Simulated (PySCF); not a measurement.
**[WO2F2]− at several levels of theory**

Computed with PySCF 2.14.0 (density fitting, no spin-orbit coupling) at the geometry relaxed with B3LYP:

```xyz
5
[WO2F2]− (doublet)
W     0.0000    0.0000    0.1975
O     1.0277    1.0277    1.1632
O    -1.0277   -1.0277    1.1632
F     0.8937   -0.8937   -1.2926
F    -0.8937    0.8937   -1.2926
```

```csv
level,basis,state,HOMO (eV),gap (eV),charge on W1 (e),dipole about the centre of mass (D),largest force component (eV/Å)
B3LYP,"W def2-SVP with ECP60, O def2-SVP, F def2-SVP",doublet,-0.06,2.98,0.81,0.34,0.08
TPSS,the same,doublet,1.05,1.53,0.74,0.45,0.59
M06-L,the same,doublet,1.04,1.95,1.02,0.22,0.25
TPSSh,the same,doublet,0.45,2.47,0.83,0.39,0.30
B3LYP,"W def2-TZVP with ECP60, O def2-TZVP, F def2-TZVP",doublet,-0.29,3.02,1.29,0.29,0.25
B3LYP,"W x2c-SVPall, O x2c-SVPall, F x2c-SVPall",doublet,-0.38,2.96,0.74,0.32,0.61
```

HOMO and gap are taken over both spins. Charges are Mulliken's, which hang on the basis. The relaxation used the grid (50, 194), these runs (75, 302) or, all-electron (x2c bases, spin-free X2C Hamiltonian), (99, 590).

Task: What does BP86 with W def2-SVP with ECP60, O def2-SVP, F def2-SVP give here?

Result: state doublet, HOMO (eV) 1.07, gap (eV) 1.27, charge on W1 (e) 0.62, dipole about the centre of mass (D) 0.47, largest force component (eV/Å) 0.54. Time: 4 s on 2 threads of Arm Neoverse V2 (shared host), from an already converged density.

Open shells may have lower solutions than the one found.

The highest filled level of some runs lies above zero, as often for anions with such functionals and bases.
